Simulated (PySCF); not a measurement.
# Core-level binding energies of `O=CN[SiH2][SiH3]`

Species: CH₇NOSi₂.
Structure used (PBE0-D3(BJ)/def2-SVP), in Å, numbered top down from 1:
```
atom  x, y, z in Å
O1     0.8080    1.6111   -0.6644
C2     1.6790    0.8061   -0.4170
N3     1.4658   -0.4489    0.0620
Si4   -0.1589   -1.1060    0.4129
Si5   -1.7796    0.5119   -0.0651
H6     2.7574    1.0474   -0.5710
H7     2.3014   -1.0037    0.2159
H8    -0.3294   -2.3480   -0.4039
H9    -0.1745   -1.5218    1.8501
H10   -1.6368    1.7020    0.8188
H11   -1.8020    0.8644   -1.5115
H12   -3.0917   -0.1440    0.2645
```

Theory: delta-SCF UKS SCAN, pcX-2 on the ionised atom, pcseg-1 elsewhere, spin-free X2C in PySCF 2.14.0. These are vertical core ionisation energies against the vacuum level, from separate self-consistent calculations with and without the core hole.

Problem. What binding energy does each computed site have?

Solution. 
```json
{"atom(s)": "Si4", "bonded to": "N, 2 H and Si", "level": "Si 1s", "binding energy (eV)": "1846.87", "2p1/2 (eV)": "–", "above the level's lowest (eV)": "+0.76", "count": "1"}
{"atom(s)": "Si5", "bonded to": "3 H and Si", "level": "Si 1s", "binding energy (eV)": "1846.11", "2p1/2 (eV)": "–", "above the level's lowest (eV)": "0.00", "count": "1"}
{"atom(s)": "O1", "bonded to": "C (double bond)", "level": "O 1s", "binding energy (eV)": "537.39", "2p1/2 (eV)": "–", "above the level's lowest (eV)": "0.00", "count": "1"}
{"atom(s)": "N3", "bonded to": "C, H and Si", "level": "N 1s", "binding energy (eV)": "405.64", "2p1/2 (eV)": "–", "above the level's lowest (eV)": "0.00", "count": "1"}
{"atom(s)": "C2", "bonded to": "O (double bond), N and H", "level": "C 1s", "binding energy (eV)": "294.05", "2p1/2 (eV)": "–", "above the level's lowest (eV)": "0.00", "count": "1"}
{"atom(s)": "Si4", "bonded to": "N, 2 H and Si", "level": "Si 2p3/2", "binding energy (eV)": "107.07", "2p1/2 (eV)": "107.70", "above the level's lowest (eV)": "+0.68", "count": "1"}
{"atom(s)": "Si5", "bonded to": "3 H and Si", "level": "Si 2p3/2", "binding energy (eV)": "106.39", "2p1/2 (eV)": "107.01", "above the level's lowest (eV)": "0.00", "count": "1"}
```

Lowest listed Si 1s: Si5, bonded to 3 H and Si. Highest, 0.76 eV above it: Si4, bonded to N, 2 H and Si. Summing the Pauling electronegativity differences to the bonded atoms, each weighted by its formal bond order, gives +0.90 for the lowest site and +1.74 for the highest.

Lowest listed Si 2p3/2: Si5, bonded to 3 H and Si. Highest, 0.68 eV above it: Si4, bonded to N, 2 H and Si. Summing the Pauling electronegativity differences to the bonded atoms, each weighted by its formal bond order, gives +0.90 for the lowest site and +1.74 for the highest.

Problem. Which photon wavelength matches the Si 2p3/2 of Si5 threshold?

Solution. λ = hc/E = 12398.42 eV Å / 106.39 eV = 116.537 Å.

Problem. Express the binding energy of Si 2p3/2 of Si5 in atomic units and per mole.

Solution. 106.39 eV = 3.9098 Eh = 10265 kJ/mol.

The 2p values aren't plain energy differences: one relaxed spin-free 2p hole is combined with a matrix within the shell (ground-state 2p orbital-energy differences and spin–orbit coupling). 2p3/2, the mean of its two sublevels, lies a third of the splitting below the shell's mean and 2p1/2 two thirds above it; the statistical areas are 2:1. 2p1/2 minus 2p3/2 (ligand field included): Si 0.62 eV. One conformer (not necessarily the lowest) at the PBE0-D3(BJ)/def2-SVP geometry, without solvent, vibrations or thermal averaging.
